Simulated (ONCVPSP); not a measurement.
bromine: ONCV pseudisation with LDA (Perdew-Zunger), scalar-relativistic reference atom.

The input file (ONCVPSP 4.0.1):

```
# ATOM AND REFERENCE CONFIGURATION
# atsym  z   nc   nv     iexc    psfile
  Br 35.00    6    2        3      upf
#
#   n    l    f
    1    0    2.00
    2    0    2.00
    2    1    6.00
    3    0    2.00
    3    1    6.00
    3    2   10.00
    4    0    2.00
    4    1    3.00
#
# PSEUDOPOTENTIAL AND OPTIMIZATION
# lmax
    2
#
#   l,   rc,      ep,       ncon, nbas, qcut
    0    1.35    0.00    4    7    4.40
    1    1.75    0.00    4    8    5.50
    2    1.35    0.40    4    7    7.00
#
# LOCAL POTENTIAL
# lloc, lpopt,  rc(5),   dvloc0
    4    5    1.15   -1.00
#
# VANDERBILT-KLEINMAN-BYLANDER PROJECTORs
# l, nproj, debl
    0    2    3.80
    1    3    3.60
    2    1    3.40
#
# MODEL CORE CHARGE
# icmod, fcfact, rcfact
    1    0.60    0.00
#
# LOG DERIVATIVE ANALYSIS
# epsh1, epsh2, depsh
   -3.00    5.00    0.02
#
# OUTPUT GRID
# rlmax, drl
    6.00    0.01
#
# TEST CONFIGURATIONS
# ncnf
    4
# nvcnf
#   n    l    f
    2
    4    0    2.00
    4    1    5.00
#
    2
    4    0    2.00
    4    1    4.00
#
    2
    4    0    2.00
    4    1    2.00
#
    2
    4    0    2.00
    4    1    1.00
#
```

Command:

```bash
oncvpsp.x < Br.dat > Br.out
```

Resulting log (shortened: citation, most of the input echo, consistency checks and plot data are left out):

```
ONCVPSP  (Optimized Norm-Conservinng Vanderbilt PSeudopotential)
scalar-relativistic version 4.0.1

#   n    l    f        energy (Ha)
    1    0    2.00    -4.8952116E+02
    2    0    2.00    -6.4490510E+01
    2    1    6.00    -5.7043161E+01
    3    0    2.00    -9.6038392E+00
    3    1    6.00    -7.2520279E+00
    3    2   10.00    -3.3470017E+00
    4    0    2.00    -1.5459802E+00
    4    1    3.00    -1.0448426E+00

Reference configufation results
  iterations    19
  all-electron total energy (Ha)   -2.60180349D+03

Begin loop to  construct optimized pseudo wave functions
and semi-local pseudopoentials for all angular momenta

   Wellstate for l =  0  n =  6
     eigenvalue =   2.2540
     asymptotic potential =   2.7540
     half-point radius =  2.5906

Calculating optimized projector #   1

 for l=   0

    Fraction of norm inside rc  0.359556
    Optimizing pswf for qcut=   4.41 a_B^-1,  ecut=   9.74 Ha
    Residual kinetic energy error=  8.73D-03 Ha

    Energy error per electron        Cutoff
         Ha          eV             Ha
         0.01000     0.27211        9.49
         0.00100     0.02721       24.28
         0.00010     0.00272       52.65
         0.00001     0.00027       62.73

Calculating optimized projector #   2

 for l=   0

    Fraction of norm inside rc  0.051414
    Optimizing pswf for qcut=   4.41 a_B^-1,  ecut=   9.74 Ha
    Residual kinetic energy error=  2.11D-02 Ha

    Energy error per electron        Cutoff
         Ha          eV             Ha
         0.01000     0.27211       11.30
         0.00100     0.02721       49.71
         0.00010     0.00272       92.16
         0.00001     0.00027      108.27

   Wellstate for l =  1  n =  7
     eigenvalue =   2.5552
     asymptotic potential =   3.0552
     half-point radius =  3.9016

   Wellstate for l =  1  n =  8
     eigenvalue =   6.1552
     asymptotic potential =   6.6552
     half-point radius =  3.3702

Calculating optimized projector #   1

 for l=   1

    Fraction of norm inside rc  0.491012
    Optimizing pswf for qcut=   5.49 a_B^-1,  ecut=  15.06 Ha
    Residual kinetic energy error=  1.61D-04 Ha

    Energy error per electron        Cutoff
         Ha          eV             Ha
         0.01000     0.27211        4.31
         0.00100     0.02721       11.90
         0.00010     0.00272       17.83
         0.00001     0.00027       61.02

Calculating optimized projector #   2

 for l=   1

    Fraction of norm inside rc  0.055780
    Optimizing pswf for qcut=   5.49 a_B^-1,  ecut=  15.06 Ha
    Residual kinetic energy error=  7.35D-04 Ha

    Energy error per electron        Cutoff
         Ha          eV             Ha
         0.01000     0.27211        8.68
         0.00100     0.02721       14.36
         0.00010     0.00272       28.83
         0.00001     0.00027       73.08

Calculating optimized projector #   3

 for l=   1

    Fraction of norm inside rc  0.061622
    Optimizing pswf for qcut=   5.49 a_B^-1,  ecut=  15.06 Ha
    Residual kinetic energy error=  8.64D-03 Ha

    Energy error per electron        Cutoff
         Ha          eV             Ha
         0.01000     0.27211       14.74
         0.00100     0.02721       20.75
         0.00010     0.00272       71.27
         0.00001     0.00027      112.40

   Wellstate for l =  2  n =  5
     eigenvalue =   0.4000
     asymptotic potential =   0.9000
     half-point radius =  3.9930

Calculating optimized projector #   1

 for l=   2

    Fraction of norm inside rc  0.064240
    Optimizing pswf for qcut=   7.01 a_B^-1,  ecut=  24.54 Ha
    Residual kinetic energy error=  3.43D-03 Ha

    Energy error per electron        Cutoff
         Ha          eV             Ha
         0.01000     0.27211       16.73
         0.00100     0.02721       66.96
         0.00010     0.00272       93.64
         0.00001     0.00027      128.62

Construct Vanderbilt / Kleinmman-Bylander projectors

B matrix Hermiticity error, ll=   0
   1   2   -2.8260E-04

  Orthonormal projector coefficients  1.3740E+01  2.2822E+00

B matrix Hermiticity error, ll=   1
   1   2    2.0254E-04
   1   3   -2.6712E-04
   2   3    1.3273E-04

  Orthonormal projector coefficients  1.0646E+01  2.7469E+00  4.6935E-01

Model core correction analysis
  based on d2Exc/dn_idn_j

d2excae - all-electron derivatives

   -2.441564D-02   -1.871154D-02
   -1.871219D-02   -1.475384D-02

d2excps - pseudofunction derivatives with no core correction

   -3.646442D-02   -2.660590D-02
   -2.660885D-02   -1.992728D-02

rms 2nd derivative error    8.611269E-03

Polynomial model core charge

d2excps - pseudofunction derivatives with core correction

   -2.512458D-02   -1.920551D-02
   -1.920673D-02   -1.503803D-02

rms 2nd derivative error    5.176680E-04

Pseudoatom total energy  -12.261787

Diagnostic tests using Vanderbilt-Kleinman-Bylander pseudopotentials
  1 or more projectors used as specified by nproj input data

   l    rcore       rmatch      e in        delta e   norm test  slope test

   0   1.3571662   1.3983727  -1.5459802  -0.0000080   1.0000534   1.0003360
   0   1.3571662   1.3983727   2.2540198  -0.0000101   1.0010608   1.0010608

   1   1.7552791   1.8085732  -1.0448426  -0.0000028   1.0000606   1.0000836
   1   1.7552791   1.8085732   2.5551574   0.0000486   1.0002876   1.0002876
   1   1.7552791   1.8085732   6.1551574   0.0001868   1.0004219   1.0004219

   2   1.3571662   1.3983727   0.4000000   0.0000515   1.0000092   1.0000092

 Testing for bound ghosts
   n   l    E NL Schr. Eq   E Basis Diag.   E Cutoff

   1   0       -1.545988       -1.542014    101.24

   2   1       -1.044845       -1.043689    127.90

   3   2       -0.429846       -0.309717     98.58

 Testing for highly-localized positive-energy ghosts
       l    <radius>/rc     E Basis Diag.   E Cutoff

       0        0.256019        2.780074    101.24  WARNING - GHOST(+)

Test configuration 0

   n   l     f        eae           eps        diff
   1   0  2.0000 -489.52115582
   2   0  2.0000  -64.49050973
   2   1  6.0000  -57.04316123
   3   0  2.0000   -9.60383916
   3   1  6.0000   -7.25202792
   3   2 10.0000   -3.34700166
   4   0  2.0000   -1.54598018   -1.54598819   -8.01D-06
   4   1  3.0000   -1.04484263   -1.04484544   -2.81D-06

    Total energies and differences
      AE_ref= -2.60180349D+03  AE_tst= -2.60180349D+03  dif=  0.00D+00
      PS_ref= -1.22617869D+01  PS_tst= -1.22617869D+01  dif=  5.33D-15
      PSP excitation error= -5.33D-15

Test configuration 1

   n   l     f        eae           eps        diff
   1   0  2.0000 -488.61710195
   2   0  2.0000  -63.59668573
   2   1  6.0000  -56.14792646
   3   0  2.0000   -8.71683836
   3   1  6.0000   -6.36537054
   3   2 10.0000   -2.46224040
   4   0  2.0000   -0.74680329   -0.74641901    3.84D-04
   4   1  5.0000   -0.29425514   -0.29411642    1.39D-04

    Total energies and differences
      AE_ref= -2.60180349D+03  AE_tst= -2.60311367D+03  dif= -1.31D+00
      PS_ref= -1.22617869D+01  PS_tst= -1.35719106D+01  dif= -1.31D+00
      PSP excitation error= -5.72D-05

Test configuration 2

   n   l     f        eae           eps        diff
   1   0  2.0000 -489.03526563
   2   0  2.0000  -64.01132544
   2   1  6.0000  -56.56306219
   3   0  2.0000   -9.12920121
   3   1  6.0000   -6.77762297
   3   2 10.0000   -2.87382600
   4   0  2.0000   -1.12423298   -1.12388594    3.47D-04
   4   1  4.0000   -0.64809506   -0.64791314    1.82D-04

    Total energies and differences
      AE_ref= -2.60180349D+03  AE_tst= -2.60264664D+03  dif= -8.43D-01
      PS_ref= -1.22617869D+01  PS_tst= -1.31049756D+01  dif= -8.43D-01
      PSP excitation error=  2.99D-05

Test configuration 3

   n   l     f        eae           eps        diff
   1   0  2.0000 -490.06582943
   2   0  2.0000  -65.02486025
   2   1  6.0000  -57.57889922
   3   0  2.0000  -10.13097766
   3   1  6.0000   -7.77878712
   3   2 10.0000   -3.87191524
   4   0  2.0000   -2.00272749   -2.00362668   -8.99D-04
   4   1  2.0000   -1.47599618   -1.47662279   -6.27D-04

    Total energies and differences
      AE_ref= -2.60180349D+03  AE_tst= -2.60054588D+03  dif=  1.26D+00
      PS_ref= -1.22617869D+01  PS_tst= -1.10037019D+01  dif=  1.26D+00
      PSP excitation error= -4.82D-04

Test configuration 4

   n   l     f        eae           eps        diff
   1   0  2.0000 -490.66383793
   2   0  2.0000  -65.60856530
   2   1  6.0000  -58.16451103
   3   0  2.0000  -10.70446222
   3   1  6.0000   -8.35172414
   3   2 10.0000   -4.44235223
   4   0  2.0000   -2.48816233   -2.49080069   -2.64D-03
   4   1  1.0000   -1.93549740   -1.93750402   -2.01D-03

    Total energies and differences
      AE_ref= -2.60180349D+03  AE_tst= -2.59884255D+03  dif=  2.96D+00
      PS_ref= -1.22617869D+01  PS_tst= -9.29885111D+00  dif=  2.96D+00
      PSP excitation error= -2.00D-03
```

The run took about 2.4 s on one core of a shared server CPU.
